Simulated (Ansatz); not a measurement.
Program: Ansatz. Geometries: PBE0-D4/def2-TZVP. ΔE: electronic, gas phase. CCSD(T)/CBS is the MP2 limit (def2-TZVPP, def2-QZVPP) plus CCSD(T) − MP2 in def2-TZVPP, frozen cores. This one scheme is used for every species. DFT in def2-TZVPP. For Ge outer-core shells are correlated without core-valence functions, which leaves a few kJ/mol of doubt a bond. Scalar relativity is left out up to krypton.

Consider the formal exchange of groups at the Si–Cl bond: `C[SiH](Cl)[GeH3]` + `C#N` → `C[SiH]([GeH3])C#N` + HCl.

```csv
level,ΔE (kJ/mol)
CAM-B3LYP-D4,52.1
PBE,50.5
```

What does CCSD(T)/CBS give? (Estimate.)

Computed: +53.6 kJ/mol. The listed levels differ from it by -1.5, -3.1 kJ/mol.

Largest T1 diagnostic among the species: 0.014.

Leaving LDA and LC-ωPBE aside and taking each functional with its dispersion term where it has one, the values, not all of them listed here, spread over 4.5 kJ/mol, from revPBE-D4 to BHLYP-D4. In def2-TZVPP, CCSD(T) changes the Hartree–Fock value by −7.7 kJ/mol (the triples alone add −1.0 kJ/mol) and MP2 by −4.9 kJ/mol.
